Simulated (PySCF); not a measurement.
## Ionisation energy of K by level of theory

K [Ar] 4s1 (2S) → K⁺ [Ar] (1S), as a difference of total energies. Calculation: PySCF 2.14, in jorge-DZP-DKH; scalar relativity by spin-free X2C-1e. The calculations carry no spin-orbit coupling.

| method | ionisation energy (eV) |
| --- | --- |
| UHF | 3.992 |
| TPSS | 4.255 |
| MN15 | 4.207 |

Q: Which method comes closest to the reference value, and which is furthest?

A: The reference is 4.341 eV (measured; NIST Atomic Spectra Database, ionization energies). Closest: TPSS (error -0.086 eV); furthest: UHF (error -0.349 eV).
